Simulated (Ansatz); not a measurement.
Gas-phase electronic energies from Ansatz, PBE0-D4/def2-TZVP geometries. CBS: MP2 limit from def2 TZ/QZ plus the TZ coupled-cluster correction, frozen cores. DFT in def2-TZVPP. def2 core potentials past Kr. For Ge, Sn outer-core shells are correlated without core-valence functions, which leaves a few kJ/mol of doubt a bond. Scalar relativity is left out up to krypton.

`[AlH2][CH2][GeH3]` + `[Cl][SnH3]` → `[GeH3][SnH3]` + `[AlH2][CH2]Cl`  (redistribution)

(1) Is it downhill or uphill in electronic energy at CCSD(T)/CBS, and by how much? (Best estimate.)

(2) What do these levels give: BLYP-D4, PBE, BHLYP, RPA@PBE/def2-TZVPP, HF/def2-SVP, MP2/CBS(def2)? (Estimate.)

Largest T1 diagnostic among the species: 0.012.

## Answers

(1) The calculation gave: Uphill: ΔE = +1.22 eV.

(2) The calculation gave: BLYP-D4 1.09, PBE 1.06, BHLYP 1.21, RPA@PBE/def2-TZVPP 1.19, HF/def2-SVP 1.34, MP2/CBS(def2) 1.27 eV.

From BLYP to BHLYP (50 % exact exchange), in def2-TZVPP and without D4, ΔE moves by +0.14 eV. In def2-TZVPP, CCSD(T) changes the Hartree–Fock value by −0.11 eV (the triples alone add −0.01 eV) and MP2 by −0.06 eV. Leaving LDA and LC-ωPBE aside and taking each functional with its dispersion term where it has one, the values, not all of them listed here, spread over 0.26 eV, from PBE-D4 to B97M-V. LDA lies −0.04 eV from PBE without D4.
